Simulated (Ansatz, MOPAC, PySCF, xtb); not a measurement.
Ligand exchange on a metal centre used in film growth or etching (W Cl-OH). Gas-phase values, no solvent. One relaxed conformer stands for each flexible species; it need not be the lowest.

Quantity: redistribution energy (mixed species minus the weighted end members), in kcal/mol. Semi-empirical values (MOPAC) are differences of heats of formation.

Level 1: PBE-D3(BJ)/def2-TZVP // BP86-D3(BJ)/def2-SVP (PySCF)
Level 2: HF/def2-TZVPP // BP86-D3(BJ)/def2-SVP (Ansatz, a quantum-chemistry and plane-wave program)
Level 3: GFN2-xTB (xtb)
Level 4: PM7 // BP86-D3(BJ)/def2-SVP (MOPAC)

```tsv
species	level 1	level 2	level 3	level 4
4 of 6 Cl replaced by OH: [W(Cl)2(OH)4]	-3.49	-10.9	-16.7	-1.84
5 of 6 Cl replaced by OH: [W(Cl)(OH)5]	-4.47	-6.48	-11.9	-0.14
1 of 6 Cl replaced by OH: [W(Cl)5(OH)]	0.84	-2.46	-5.26	-2.69
3 of 6 Cl replaced by OH: [W(Cl)3(OH)3]	-6.60	-11.2	-18.5	-0.84
2 of 6 Cl replaced by OH: [W(Cl)4(OH)2]	0.03	-6.43	-14.1	-4.89
```
